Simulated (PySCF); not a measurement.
C3H6BFO2. Atoms are numbered in the order given.

```xyz
13

O      1.4199    -1.4155     0.0000
B      0.1225    -1.0088     0.0000
O     -0.8932    -1.9146     0.0000
C     -0.1950     0.5264     0.0000
F     -1.5695     0.7682     0.0000
C      0.6304     1.5369     0.7520
C      0.6304     1.5369    -0.7520
H      1.5003    -2.3786     0.0000
H     -1.7498    -1.4634     0.0000
H      0.0649     2.3283     1.2513
H      1.5125     1.1774     1.2885
H      0.0649     2.3283    -1.2513
H      1.5125     1.1774    -1.2885
```
Charge 0, spin multiplicity 1.

Coordinates come from a B3LYP-D3(BJ)/def2-SVP optimisation. The structure was generated by enumeration, and PubChem lists no compound with its InChIKey, so it may never have been made. One conformer was computed; it need not be the lowest.

Level of theory: PySCF with B3LYP/pcSseg-1.

GIAO shieldings, no solvent; atoms listed in one row are averaged. δ = σ(ref) − σ: ¹⁷O against H2O (σ = 333.8 ppm); ¹¹B against BF3 (σ = 86.3 ppm); ¹³C against TMS (σ = 181.3 ppm); ¹⁹F against CFCl3 (σ = 161.7 ppm); ¹H against TMS (σ = 31.68 ppm), references at their B3LYP-D3(BJ)/def2-TZVP geometries, non-relativistic.

Estimate the chemical shifts. (The exact figures need the calculation; the answer reports its results.)


```
nucleus     atoms  count  δ (ppm)
-------  --------  -----  -------
¹⁷O            O3      1    130.9
¹⁷O            O1      1    103.9
¹¹B            B2      1     20.3
¹³C            C4      1     73.8
¹³C        C6, C7      2     16.0
¹⁹F            F5      1   -243.7
¹H             H9      1     5.56
¹H             H8      1     3.96
¹H       H10, H12      2     1.34
¹H       H13, H11      2     1.19
```
